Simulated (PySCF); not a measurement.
State search for Cs₂⁺

Unrestricted PBE0; PySCF, scalar-relativistic core potentials, basis sets Cs def2-SVP with ECP46. Outer shells of the fragments: Cs+ closed shells only; Cs 6s1.

Followed along the bond (rough minima from three points):

```json
{"2Ms+1": "2", "unpaired": "σ ↑", "⟨S²⟩ at the start": "0.75", "R at minimum (Å)": "5.49", "Te (eV)": "0.00"}
{"2Ms+1": "2", "unpaired": "π ↑", "⟨S²⟩ at the start": "0.75", "R at minimum (Å)": "5.74", "Te (eV)": "1.60"}
```

Solutions found at the starting distance of 4.510 Å, counted from the lowest of them; the search is not exhaustive and high or unbound solutions are not listed, so other states can lie among these:

```json
{"2Ms+1": "2", "unpaired": "σ ↑", "term": "²Σ⁺", "E (eV)": "0.00", "⟨S²⟩": "0.75", "⟨Lz²⟩": "0.00"}
{"2Ms+1": "2", "unpaired": "π ↑", "term": "²Π", "E (eV)": "1.54", "⟨S²⟩": "0.75", "⟨Lz²⟩": "1.00"}
{"2Ms+1": "2", "unpaired": "δ ↑", "term": "²Δ", "E (eV)": "2.40", "⟨S²⟩": "0.75", "⟨Lz²⟩": "4.00"}
```

A term symbol is given only where ⟨S²⟩ and ⟨Lz²⟩ are close to those of a pure state; real π, δ and φ orbitals otherwise mix terms, and g/u labels are left off.

Task: Compare the gap between the two lowest followed solutions at the starting distance with the gap between their minima.

Result: At PBE0 the second solution (doublet, unpaired electrons π ↑) lies +1.54 eV from the first (doublet, unpaired electrons σ ↑) at 4.510 Å and +1.60 eV at the minima; the two curves relax by different amounts, since their minima lie near 5.74 and 5.49 Å.

Spin–orbit coupling is left out. Counting both spins, an empty level lies below a filled one in some of these solutions, because spin and occupation are held.
